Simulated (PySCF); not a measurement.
Computed Raman spectrum (relative Raman activity) of a molecule CH8FNSi2. Coordinates come from a PBE0-D3(BJ)/def2-SVP optimisation. One conformer was computed; it need not be the lowest. Computed with PySCF 2.14.0 with PBE0-D3(BJ)/def2-SVP. Frequencies are harmonic and unscaled.

Lines under 2 % of the strongest are left out, and lines within 2 cm⁻¹ are merged.

| ν (cm⁻¹) | relative intensity |
|---|---|
| 540 | 2.4 |
| 647 | 5.9 |
| 703 | 11 |
| 741 | 13 |
| 807 | 12 |
| 841 | 3.0 |
| 866 | 2.7 |
| 909 | 9.2 |
| 958 | 3.0 |
| 981 | 14 |
| 1009 | 4.6 |
| 1377 | 6.5 |
| 1548 | 4.1 |
| 2177 | 71 |
| 2223 | 58 |
| 2250 | 93 |
| 2256 | 76 |
| 3067 | 67 |
| 3139 | 47 |
| 3603 | 100 |
| 3700 | 60 |

Problem. Which structure fits?
(A) N[SiH2]C[SiH2]F
(B) N[SiH2][SiH2]CF
(C) C[Si@@H](F)N[SiH3]
(D) N[Si@H]([SiH3])CF

Solution. A, N[SiH2]C[SiH2]F
